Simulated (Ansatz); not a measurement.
Stepwise reaction of `[CH3][GeH]([NH2])[NH2]` with hydrogen fluoride, as a gas-phase model of exchange steps in deposition or etching. ΔE in kJ/mol.

Calculated with Ansatz (gas phase, PBE0-D4/def2-TZVP geometries, no zero-point term in ΔE). CCSD(T)/CBS adds triple-zeta CCSD(T) − MP2 to the extrapolated MP2 energy (def2 sets, frozen cores). This one scheme is used for every species. Functionals use def2-TZVPP. B3LYP here is the variant with VWN-RPA as its local correlation; programs differ in this. For Ge outer-core shells are correlated without core-valence functions, which leaves a few kJ/mol of doubt a bond. Scalar relativity is left out up to krypton. One conformer a species, not always the lowest.

```
step                                                       reaction  PBE-D4  B3LYP-D4  ωB97M-V  CCSD(T)/CBS
   1  `[CH3][GeH]([NH2])[NH2]` + H–F → `[CH3][GeH]([NH2])[F]` + NH₃   -75.8     -79.9    -78.7        -69.9
   2      `[CH3][GeH]([NH2])[F]` + H–F → `[CH3][GeH]([F])[F]` + NH₃   -54.6     -58.2    -56.6        -48.9
```

Task: By hand: ΔE of the 2 steps together at CCSD(T)/CBS.

Result: (-69.9) + (-48.9) = -118.8 kJ/mol, or -59.4 kJ/mol a step.

In ΔE each step is higher than the one before. All are downhill at CCSD(T)/CBS. PBE-D4 differs from CCSD(T)/CBS by -5.9 to -5.7 kJ/mol a step. Isolated molecules leave out the surface, adducts and barriers. Largest T1 diagnostic: 0.012.
